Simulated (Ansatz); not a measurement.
Isolated molecules relaxed with PBE0-D4/def2-TZVP in Ansatz; ΔE leaves out vibrations. CCSD(T)/CBS is the MP2 limit (def2-TZVPP, def2-QZVPP) plus CCSD(T) − MP2 in def2-TZVPP, frozen cores. Functionals use def2-TZVPP. Each species was taken in one conformer, which may not be the lowest.

Reaction (redistribution): `F[Si](Cl)(O[SiH3])O[SiH3]` + `BC1[SiH2]S1` → `B[Si](F)(Cl)O[SiH3]` + `[SiH3]OC1[SiH2]S1`

| level | ΔE (kcal/mol) |
| --- | --- |
| PBE0 | 67.0 |
| MP2/def2-QZVPP | 73.7 |
| SCS-MP2/def2-QZVPP | 72.0 |
| HF/CBS(def2) | 73.0 |

Q: What does CCSD(T)/CBS give? (Best estimate.)

A: Ansatz gave: +70.5 kcal/mol. The listed levels differ from it by -3.5, 3.2, 1.5, 2.5 kcal/mol.

Largest T1 diagnostic among the species: 0.014.

From PBE to PBE0 (25 % exact exchange), in def2-TZVPP and without D4, ΔE moves by +3.7 kcal/mol.
